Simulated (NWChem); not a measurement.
TiHOCl2 cation; SMILES [OH][Ti+]([Cl])[Cl]

```xyz
5

Ti     0.3531    -0.0007     0.3856
Cl    -0.7307    -1.7349    -0.1391
Cl    -0.7270     1.7353    -0.1407
O      1.8684    -0.0027    -0.3510
H      2.6024    -0.0042    -0.9922
```
Atoms are numbered in this order, from 1.

Level: PBE0/def2-SVP (NWChem), optimised geometry, unscaled harmonic frequencies. The spin multiplicity was typed, not searched, and may not be the lowest.

| frequency (cm⁻¹) | IR intensity (km/mol) |
|---|---|
| 124 | 3.8 |
| 156 | 4.8 |
| 186 | 27.3 |
| 287 | 198.4 |
| 479 | 89.7 |
| 507 | 176.2 |
| 566 | 153.7 |
| 955 | 166.3 |
| 3785 | 851.9 |

```json
{
 "zero_point_energy": "10.1 kcal/mol",
 "thermal correction to the enthalpy at 298.15 K (with zero-point energy)": "14.3 kcal/mol",
 "heat capacity Cv": "17.4 cal/(mol K)",
 "entropy at 298.15 K and 1 atm (symmetry number 1)": "79.3 cal/(mol K)"
}
```

Rigid rotor and harmonic oscillator.
